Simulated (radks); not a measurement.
Results of a calculation; reference values are marked as such.
How relativity changes the ionisation of the niobium ion Nb+ ([Kr] 4d4) to Nb2+ ([Kr] 4d3). Spin-unpolarised spherical Kohn-Sham, PBE, point nucleus unless stated (finite: rms radius 4.324 fm), a radial shooting solver on a logarithmic mesh with Libxc functionals. A level marked "c x" has the speed of light scaled by that factor and shares open shells by 2j + 1; other Dirac levels either fill j = l - 1/2 first or share by 2j + 1.

level                               E(Nb+) (hartree)  E(Nb2+) (hartree)  IE (eV)   HOMO  <r> HOMO (bohr)
non-rel.                                 -3754.80057        -3754.27696   14.248     4d            2.033
scalar-rel.                              -3819.36821        -3818.85224   14.040     4d            2.060
scalar-rel., finite nucleus              -3819.31966        -3818.80369   14.040     4d            2.060
Dirac, 2j+1 shares                       -3819.86682        -3819.35088   14.039  4d5/2            2.070
Dirac, low j first                       -3819.88149        -3819.36408   14.080  4d3/2            2.053
Dirac, 2j+1 shares, finite nucleus       -3819.81818        -3819.30225   14.039  4d5/2            2.070
Dirac, c x 0.85                          -3846.47941        -3845.96633   13.962  4d5/2            2.085
Dirac, c x 3                             -3761.75069        -3761.22795   14.225  4d5/2            2.037
Dirac, c x 100                           -3754.80680        -3754.28319   14.248  4d5/2            2.033

NIST Atomic Spectra Database: 14.320 eV (semi-empirical). The relativistic part of the total energy of Nb+ is -65.02 hartree (Dirac, 2j+1 shares, finite nucleus), 1.7 % of the non-relativistic value. Spin polarisation and multiplet splitting of open shells are left out at every level.

Beside tabulated values, note that relativity, absent from the non-relativistic runs, is large for the heavy elements, and spin-unpolarised runs miss the spin-polarisation part of the exchange energy of open shells.
